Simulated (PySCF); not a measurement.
Gas-phase reaction: 2 HfCl₄.H₂O ⇌ 2 HfCl₃OH + 2 H + Cl₂

Energies from PySCF, thermal terms from the rigid-rotor harmonic-oscillator model, ideal gas at 1 bar. † marks an energy on the PBE0/def2-TZVP geometry and frequencies. MP2 and CCSD(T) freeze the core. Open shells (unrestricted): H (multiplicity 2); the rest are closed-shell singlets. B3LYP is the form with VWN-RPA correlation. Hf: scalar-relativistic def2 core potential, no spin-orbit coupling. Adducts (HfCl₄.H₂O) have no counterpoise correction, and HF, PBE, BLYP, B3LYP and PBE0 lack dispersion. HfCl₄.H₂O, HfCl₃OH: computed as isolated molecules; such fragments, hydroxides, amides, oligomers or adducts are transient or little studied in the gas. MP2 isn't extrapolated to the basis-set limit; its ΔH°(298 K) is 785.0 kJ in def2-SVP and 776.0 kJ in def2-TZVPP. CCSD(T) isn't extrapolated to the basis-set limit. The harmonic model lacks anharmonicity and excited electronic states, which grow with temperature; levels with a mode under 35 cm⁻¹ are left out. Soft modes under 120 cm⁻¹ make the harmonic entropy rough for HfCl₄.H₂O, HfCl₃OH.

```tsv
level	ΔE electronic, kJ	ΔH°(298 K), kJ	ΔS°(298 K), J/K	ΔG°(800 K), kJ
B3LYP/def2-TZVP†	777	718	336	447
CCSD(T)/def2-SVP†	851	792	336	520
MP2/def2-SVP†	844	785	336	513
MP2/def2-TZVPP†	835	776	336	504
PBE/def2-TZVP†	764	705	336	433
r2SCAN/def2-TZVP†	815	756	336	485
LDA/def2-TZVP†	871	812	336	540
ωB97M-V/def2-TZVP†	823	764	336	492
ωB97X-V/def2-TZVP†	812	753	336	481
```
ΔH° is lowest at PBE/def2-TZVP† and highest at LDA/def2-TZVP†. No reference value is set beside these.
